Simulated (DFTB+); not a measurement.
DFTB+ input (SCC-DFTB): The folder sk holds the Slater-Koster set scc that CP2K ships.

```
Geometry = xyzFormat {
14

C     -2.34559600    -0.27619437    -0.02285850
C     -0.94999647     0.32309270    -0.17299508
C      0.12663797    -0.66730131     0.25805052
C      1.50817520    -0.25697978     0.17828890
O      1.81810163     0.89801147    -0.23974472
H     -2.46419187    -1.16917570    -0.63902647
H     -3.09880755     0.44516298    -0.33513822
H     -2.55356073    -0.54699360     1.01375235
H     -0.86094784     1.23081908     0.42746847
H     -0.77238734     0.61426477    -1.21036056
H     -0.00277790    -1.02442117     1.29764418
H      0.08340140    -1.62439770    -0.29614724
H      2.31226200    -0.93333304     0.47637792
H      2.77687254     1.08827918    -0.25952771
}
Driver = GeometryOptimization {
  Optimizer = Rational {}
  MaxSteps = 500
  OutputPrefix = "geo_end"
  Convergence { GradElem = 1e-5 }
}
Hamiltonian = DFTB {
  SCC = Yes
  SCCTolerance = 1e-8
  MaxSCCIterations = 300
  Charge = 1
  SlaterKosterFiles = Type2FileNames {
    Prefix = "sk/"
    Separator = ""
    Suffix = ".spl"
    LowerCaseTypeName = Yes
  }
  MaxAngularMomentum {
    C = "p"
    H = "s"
    O = "p"
  }
  Filling = Fermi { Temperature [K] = 0 }
}
ParserOptions { ParserVersion = 14 }
```

From the output:

```
    2   2   1   1       0.93578608  p_x
    3   1   0   0       1.23250622  s
    3   2   1  -1       1.01179977  p_y
    3   2   1   0       0.98831317  p_z
    3   2   1   1       0.90757534  p_x
    4   1   0   0       1.20964446  s
    4   2   1  -1       0.79773909  p_y
    4   2   1   0       0.65019804  p_z
    4   2   1   1       0.98808732  p_x
    5   1   0   0       1.68394951  s
    5   2   1  -1       1.41924729  p_y
    5   2   1   0       1.53829533  p_z
    5   2   1   1       1.48177753  p_x
    6   1   0   0       0.92313347  s
    7   1   0   0       0.90374516  s
    8   1   0   0       0.92313212  s
    9   1   0   0       0.92438698  s
   10   1   0   0       0.92439040  s
   11   1   0   0       0.85085874  s
   12   1   0   0       0.85085978  s
   13   1   0   0       0.89704249  s
   14   1   0   0       0.62298791  s

Fermi level:                        -0.4076484354 H          -11.0927 eV
Band energy:                       -19.9535322941 H         -542.9632 eV
TS:                                  0.0000000000 H            0.0000 eV
Band free energy (E-TS):           -19.9535322941 H         -542.9632 eV
Extrapolated E(0K):                -19.9535322941 H         -542.9632 eV
Input / Output electrons (q):     30.0000000000     30.0000000000

Energy H0:                         -13.6707872455 H         -372.0010 eV
Energy SCC:                          0.1259896503 H            3.4284 eV
Total Electronic energy:           -13.5447975951 H         -368.5727 eV
Repulsive energy:                    0.2642450386 H            7.1905 eV
Total energy:                      -13.2805525565 H         -361.3822 eV
Extrapolated to 0:                 -13.2805525565 H         -361.3822 eV
Total Mermin free energy:          -13.2805525565 H         -361.3822 eV
Force related energy:              -13.2805525565 H         -361.3822 eV

Non-constrained calculation

SCC converged

Full geometry written in geo_end.{xyz|gen}

Warning: dipole moment is not defined absolutely!
Dipole moment:    2.41025604   -0.17168014    0.19477414 au
Dipole moment:    6.12626029   -0.43636742    0.49506652 Debye

Geometry converged
```

The dipole moment of an ion depends on the origin.

The geometry given is a B3LYP-D3(BJ)/def2-TZVP minimum.
